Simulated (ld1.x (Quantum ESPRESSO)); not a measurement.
## cobalt, ultrasoft: configuration errors across variants

```json
{"Element": "Co", "Generator": "ld1.x (Quantum ESPRESSO) 7.5", "Type": "ultrasoft", "Functional": "LDA (PZ)", "Relativity": "scalar-relativistic", "Frozen core": "[Ne] 3s2", "Valence charge": "15", "Reference configuration": "3p6 3d7 4s1 4p0 (charge +1)", "Partial waves": "4s (bound): rcut 1.60, rcutus 2.05 bohr; 4s channel at 0.05 Ry: rcut 1.60, rcutus 2.05 bohr; 3p (bound): rcut 1.10, rcutus 1.20 bohr; 4p (bound, empty): rcut 1.10, rcutus 1.20 bohr; 3d (bound): rcut 1.60, rcutus 2.00 bohr; 3d channel at 0.25 Ry: rcut 1.60, rcutus 2.00 bohr; 4f channel at 0.05 Ry: rcut 1.75, rcutus 1.85 bohr; 4f channel at 0.5 Ry: rcut 1.75, rcutus 1.85 bohr", "Local potential": "all-electron potential smoothed inside 1.00 bohr (lloc = -2)", "Core correction": "none", "Augmentation charge": "PSQ, inside the norm-conserving radii"}
```

All-electron excitation energies from the reference (eV): (1) 3p6 3d7 4s2 4p0 -9.296; (2) 3p6 3d7 4s0 4p0 17.085; (3) 3p6 3d7 4s1 4p1 -4.867; (4) 3p6 3d7 4s0 4p2 -0.151; (5) 3p6 3d6 4s2 4p0 6.164; (6) 3p6 3d7 4s0 4p1 5.452; (7) 3p6 3d7 4s1 4p0 spin -2.579; (8) 3p6 3d7 4s2 4p0 spin -11.279.

Spin tests fill each open shell by Hund’s rule, majority spin first.

The overlap operator is not positive definite (basis up to 400 Ry) in “base”, “waves 4s (bound): rcut 1.60, rcutus 1.94 bohr; 4s channel at 0.05 Ry: rcut 1.60, rcutus 1.94 bohr”, “waves 4s (bound): rcut 1.60, rcutus 2.36 bohr; 4s channel at 0.05 Ry: rcut 1.60, rcutus 2.36 bohr”, “waves 4s (bound): rcut 1.60, rcutus 2.92 bohr; 4s channel at 0.05 Ry: rcut 1.60, rcutus 2.92 bohr”. Such files are unfit for use, however small their errors in these radial tests.

Tests that are not counted but printed errors over 1 eV. “base”: 3p6 3d6 4s0 4p0 (solver errors, printed error -1741 eV). “waves 4s (bound): rcut 1.60, rcutus 1.94 bohr; 4s channel at 0.05 Ry: rcut 1.60, rcutus 1.94 bohr”: 3p6 3d6 4s0 4p0 (solver errors, printed error -1741 eV). “waves 4s (bound): rcut 1.60, rcutus 2.36 bohr; 4s channel at 0.05 Ry: rcut 1.60, rcutus 2.36 bohr”: 3p6 3d6 4s0 4p0 (solver errors, printed error -1741 eV). “waves 4s (bound): rcut 1.60, rcutus 2.92 bohr; 4s channel at 0.05 Ry: rcut 1.60, rcutus 2.92 bohr”: 3p6 3d6 4s0 4p0 (solver errors, printed error -1741 eV).

2 further variants failed, have other tests or too few solved ones, and are left out.

A true bound ghost makes a file unfit for plane-wave use even where its test errors are small: the radial tests pick states by their node count and pass the ghost by. Where a test does run into it, the solver fails or the error is huge.

Errors AE − PS in meV (a dash: test not solved or not reliable):

```tsv
change	(1)	(2)	(3)	(4)	(5)	(6)	(7)	(8)	bound ghosts
base	+0.7	-2.2	0.0	-0.7	+143	-0.4	+453	+444	s (d, f not tested, overlap not positive)
waves 4s (bound): rcut 1.60, rcutus 1.94 bohr; 4s channel at 0.05 Ry: rcut 1.60, rcutus 1.94 bohr	+1.2	-1.3	0.0	-0.8	+143	-0.2	+456	–	s (d, f not tested, overlap not positive)
waves 4s (bound): rcut 1.60, rcutus 2.36 bohr; 4s channel at 0.05 Ry: rcut 1.60, rcutus 2.36 bohr	-0.1	-3.4	0.0	-0.6	+128	-0.7	+449	+441	s (d, f not tested, overlap not positive)
waves 4s (bound): rcut 1.60, rcutus 2.92 bohr; 4s channel at 0.05 Ry: rcut 1.60, rcutus 2.92 bohr	-1.6	-4.8	-0.1	-0.5	+114	-1.1	+445	+439	not determined (overlap not positive)
```

(1) Give the same row for: waves 4s (bound): rcut 1.60, rcutus 2.70 bohr; 4s channel at 0.05 Ry: rcut 1.60, rcutus 2.70 bohr.

## Answers

(1) -1.0, -4.4, 0.0, -0.6, +116, -1.0, +446, +439; bound ghosts: s (d, f not tested, overlap not positive). Not counted: 3p6 3d6 4s0 4p0 (solver errors, printed error -1741 eV). Its overlap operator is not positive definite in a basis up to 400 Ry (lowest eigenvalue d -0.01, f -3.89), so the file is unfit for use: the generalised eigenproblem breaks down once the basis is large enough, and its test numbers describe a broken file.
